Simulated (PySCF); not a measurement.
Al(Cl)2(SMe) (CH3AlCl2S), SMILES C[S][Al]([Cl])[Cl].

Geometry: B3LYP-D3(BJ)/def2-SVP. The values are those of a single conformer.

The numbers are results of PySCF with C-PCM-PBE0/def2-SVP, not measurements.

The values are the electrostatic part of the solvation free energy, E(continuum) − E(gas) at the gas-phase geometry, in a cavity of scaled van der Waals radii (PySCF's table); cavitation and dispersion terms are not included. A continuum can't describe solvent molecules that bind to the metal. In vacuum the orbital gap is 6.72 eV. The dipole moment in vacuum is 2.03 D.

Q: Estimate the values in water (ε = 78.36), acetonitrile (ε = 35.69), N,N-dimethylformamide (ε = 37.22). (An estimate is asked for; the answer gives what the named calculation found.)

A: 
```
solvent                    ε  ΔG(elec) (kcal/mol)  dipole (D)  gap (eV)
---------------------  -----  -------------------  ----------  --------
water                  78.36                 -5.5        2.45      6.85
acetonitrile           35.69                 -5.4        2.44      6.85
N,N-dimethylformamide  37.22                 -5.4        2.44      6.85
```
